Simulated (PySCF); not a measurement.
CH₅GaSe₂. Atoms are numbered in the order given.

```xyz
9

Ga     0.6226     0.0002     0.0000
C      2.5774    -0.0112     0.0000
H      2.9514    -0.5417     0.8899
H      2.9514    -0.5417    -0.8899
H      2.9867     1.0097     0.0000
Se    -0.6613    -1.9235     0.0000
H      0.5085    -2.8086     0.0000
Se    -0.5823     1.9721     0.0000
H     -1.8800     1.2902     0.0000
```

The structure is a stationary point at ωB97X-D3(BJ)/def2-SVP. The values are those of a single conformer.

The numbers are results of B3LYP/def2-TZVP (PySCF), not measurements.

Gas-phase values at a fixed geometry.

```yaml
total_energy: -6769.30557 hartree
point_group: Cs
highest_occupied_level: -6.75 eV
lowest_empty_level: -1.06 eV
orbital_gap: 5.69 eV
dipole_moment: 1.63 D
quadrupole, principal values (traceless, Buckingham form, about the centre of nuclear charge): -4.39, -1.75, 6.15 D·Å
mean_static_polarisability: 96.9 bohr³ (14.35 Å³)
polarisability_principal_values: 68.3, 102.3, 120.0 bohr³
```
